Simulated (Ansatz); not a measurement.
```yaml
crystal:
  periodic: [false, false, false]
  atoms:
    - {symbol: C, position_ang: [-0.479295, -0.597002, 1.207171]}
    - {symbol: C, position_ang: [0.123129, 0.195742, 0.050099]}
    - {symbol: C, position_ang: [1.452909, -0.434920, -0.367193]}
    - {symbol: C, position_ang: [-0.839093, 0.194011, -1.134930]}
    - {symbol: O, position_ang: [0.424519, 1.502917, 0.445266]}
    - {symbol: Cu, position_ang: [-0.898780, 2.580619, 1.012134]}
    - {symbol: H, position_ang: [0.193122, -0.567821, 2.067299]}
    - {symbol: H, position_ang: [-0.664797, -1.641843, 0.941528]}
    - {symbol: H, position_ang: [-1.434934, -0.148811, 1.505704]}
    - {symbol: H, position_ang: [1.893607, 0.139705, -1.184089]}
    - {symbol: H, position_ang: [1.318652, -1.468926, -0.695697]}
    - {symbol: H, position_ang: [2.148424, -0.420192, 0.474094]}
    - {symbol: H, position_ang: [-0.424199, 0.789398, -1.951134]}
    - {symbol: H, position_ang: [-1.040426, -0.815952, -1.503859]}
    - {symbol: H, position_ang: [-1.794840, 0.642375, -0.836994]}
basis:
  gaussian: {orbitals: cc-pVDZ}
total_charge: -1
magnetization: {spin_polarized: true, initial_magnetization: 2}
hamiltonian: {xc: {name: PBE0}}
```

```sh
$ ansatz run in.yaml --threads 2 --pin off --events-out ev --progress --plain --max-ram 22528MiB --backend cpu
```

It prints (some lines left out):

```
Error: a molecule whose nuclei and cores have a total charge of 70 cannot have a net charge of -1 together with 2 unpaired electrons
```

(1) What is wrong with this run?

## Answers

(1) The number of unpaired electrons doesn't fit the electron count. The program refused the input.
